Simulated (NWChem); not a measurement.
System: VHSOF2; SMILES [F][V]([OH])(=[S])[F]

Here is an NWChem input.

```
start job
memory heap 200 mb stack 900 mb global 1100 mb
geometry units angstroms noautoz
  V     -0.009372     0.273580    -0.000317
  S      0.167014    -1.705484     0.002683
  F     -0.874685     0.768732     1.381548
  F     -0.820963     0.769428    -1.414145
  O      1.562302     0.967041     0.030092
  H      2.404627     0.495297     0.047264
end
basis spherical
  * library def2-tzvp
end
dft
  xc xtpss03 ctpss03
  iterations 150
  semidirect filesize 400000000
  mulliken
end
task dft energy
```

All runs use the structure optimised with PBE0/def2-SVP.

Q: Predict the main results of this run. (TPSS/def2-TZVP.) Quantities: basis functions; energy (Ha); highest occupied level (eV); orbital gap (eV); dipole (D).

A: The number of basis functions is 181. The energy (Ha) is -1618.15 and the highest occupied level (eV) is -7.38. The orbital gap (eV) comes out as 3.02 and the dipole (D) comes out as 2.36.
